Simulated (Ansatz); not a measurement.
Species: C2H8Si, SMILES `C[SiH2]C` (charge 0, multiplicity 1).

Give a relaxed geometry from Ansatz (an electronic-structure program) with B3LYP-D3(BJ)/def2-TZVP.

the end point of this relaxation (outside a Z-matrix the atoms follow the SMILES, hydrogens last).
Z-matrix (Å, degrees):
```
Si
H 1 1.4863
H 1 1.4863 2 107.51
C 1 1.8769 2 109.51 3 -118.89
H 4 1.0916 1 111.20 2 58.82
H 4 1.0922 5 107.90 1 -121.83
H 4 1.0922 5 107.90 6 -116.35
C 1 1.8769 2 109.51 3 118.89
H 8 1.0916 1 111.20 2 -58.82
H 8 1.0922 9 107.90 1 121.83
H 8 1.0922 9 107.90 10 116.35
```
